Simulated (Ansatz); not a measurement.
One geometry of C$_{2}$H$_{6}$AlNSe (`C=[N][Al]([CH3])[SeH]`), several functionals.

```yaml
crystal:
  periodic: [false, false, false]
  atoms:
    - {symbol: C, position_ang: [0.338710, -1.658946, 1.745266]}
    - {symbol: N, position_ang: [0.176345, -0.908591, 0.768378]}
    - {symbol: Al, position_ang: [-0.050984, 0.147561, -0.605284]}
    - {symbol: C, position_ang: [-0.304810, 2.060012, -0.395073]}
    - {symbol: Se, position_ang: [-0.037253, -0.840009, -2.711947]}
    - {symbol: H, position_ang: [-0.501754, -2.145278, 2.266148]}
    - {symbol: H, position_ang: [1.334247, -1.889615, 2.157466]}
    - {symbol: H, position_ang: [-1.264480, 2.377408, -0.812820]}
    - {symbol: H, position_ang: [-0.281156, 2.350910, 0.657681]}
    - {symbol: H, position_ang: [0.474749, 2.620140, -0.919158]}
    - {symbol: H, position_ang: [0.181687, -2.170490, -2.130059]}
basis:
  gaussian: {orbitals: def2-TZVPP}
hamiltonian: {xc: r2scan, dispersion: d4}
output: {forces: true, orbitals: {seedname: orbitals}}
```

```sh
$ ansatz run in.yaml --threads 4 --pin off --events-out ev --progress --plain --max-ram 10444MiB
```

Shortened log:

```
Functional definition: r2SCAN
1525 factors; their error is unknown
mean field evaluation 1: about -75593.3202 eV, gradient 8.3e1 eV
mean field evaluation 2: about -75555.9121 eV, gradient 1.3e2 eV
mean field evaluation 4: about -75608.0775 eV, gradient 1.3e1 eV
mean field evaluation 8: about -75608.4873 eV, gradient 3.6e-1 eV
mean field evaluation 16: about -75608.4460 eV, gradient 1.7e-3 eV
mean field -75608.44595398 eV, -2778.5591395634 hartree, gradient 4.2e-5 eV, S^2 0.000000; 0 other end points of the search recorded, 0 dependent functions left out
reference -75608.44596794 eV, -2778.5591400764 hartree; 36, 36 occupied and 231, 231 virtual orbitals, 1525 factors
Total energy: -75608.50637665 eV, -2778.5613600555 hartree
Atom 0 at     0.338710    -1.658946     1.745266 Å, force     0.029713    -0.139114     0.182171 eV/Å
Atom 1 at     0.176345    -0.908591     0.768378 Å, force    -0.029899     0.143394    -0.173038 eV/Å
Atom 2 at    -0.050984     0.147561    -0.605284 Å, force    -0.003917     0.020671    -0.019508 eV/Å
Atom 3 at    -0.304810     2.060012    -0.395073 Å, force     0.004556    -0.040850     0.002092 eV/Å
Atom 4 at    -0.037253    -0.840009    -2.711947 Å, force     0.001935    -0.022970    -0.020166 eV/Å
Atom 5 at    -0.501754    -2.145278     2.266148 Å, force    -0.015202    -0.014997     0.017017 eV/Å
Atom 6 at     1.334247    -1.889615     2.157466 Å, force     0.020708    -0.009902     0.014842 eV/Å
Atom 7 at    -1.264480     2.377408    -0.812820 Å, force     0.024301     0.017100     0.012917 eV/Å
Atom 8 at    -0.281156     2.350910     0.657681 Å, force    -0.003923     0.017876    -0.027229 eV/Å
Atom 9 at     0.474749     2.620140    -0.919158 Å, force    -0.025476     0.010551     0.015739 eV/Å
Atom 10 at     0.181687    -2.170490    -2.130059 Å, force    -0.002797     0.018241    -0.004838 eV/Å
Dipole moment:     0.033833    -0.051372     0.451302 e Å
```

Hardware: 4 threads of an Intel Xeon 6975P-C on a shared host. Wall time 2.6 s, peak host memory 0.41 GiB.

With the line `hamiltonian: {xc: {name: wB97M-V}}` (abridged; 7 s):

```
Functional definition: wB97M-V
mean field evaluation 16: about -75605.8004 eV, gradient 8.0e-4 eV
mean field -75605.80036226 eV, -2778.4619158611 hartree, gradient 4.8e-5 eV, S^2 0.000000
Total energy: -75605.80041879 eV, -2778.4619179384 hartree
Atom 0 force     0.036417    -0.170837     0.220926 eV/Å
Atom 1 force    -0.005292     0.026391    -0.032363 eV/Å
Atom 2 force    -0.014486     0.063343    -0.097417 eV/Å
Atom 3 force    -0.003531     0.014660    -0.003454 eV/Å
Atom 4 force     0.013290    -0.062532     0.079448 eV/Å
Atom 5 force     0.082575     0.061800    -0.069270 eV/Å
Atom 6 force    -0.103578     0.035984    -0.058311 eV/Å
Atom 7 force     0.072539    -0.015052     0.033142 eV/Å
Atom 8 force    -0.003048    -0.011125    -0.079368 eV/Å
Atom 9 force    -0.060312    -0.033168     0.041043 eV/Å
Atom 10 force    -0.014573     0.090536    -0.034376 eV/Å
Dipole moment:     0.034132    -0.047289     0.465607 e Å
```
